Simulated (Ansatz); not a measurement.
```yaml
crystal:
  periodic: [false, false, false]
  atoms:
    - {symbol: Xx, position_ang: [-0.329904, 0.142753, 2.620005]}
    - {symbol: Cd, position_ang: [-0.289135, 0.126034, 0.681862]}
    - {symbol: S, position_ang: [-0.270750, 0.120262, -1.628645]}
    - {symbol: H, position_ang: [0.945290, -0.449348, -1.693522]}
basis:
  gaussian: {orbitals: def2-SVP}
hamiltonian: {xc: {name: r2SCAN}}
```

```sh
$ ansatz run in.yaml --threads 4 --pin off --events-out ev --progress --plain --max-ram 10444MiB
```

Shortened log:

```
Error: YAML parse error: error: line 4 column 16: `Xx` is not an element symbol (H … Og, case-exact)
 --> <input>:4:16
2 |   periodic: [false, false, false]
3 |   atoms:
4 |     - {symbol: Xx, position_ang: [-0.329904, 0.142753, 2.620005]}
5 |     - {symbol: Cd, position_ang: [-0.289135, 0.126034, 0.681862]}
6 |     - {symbol: S, position_ang: [-0.270750, 0.120262, -1.628645]}
```

Task: What is wrong with this run?

Result: An element symbol is wrong. The input was rejected before any iteration.
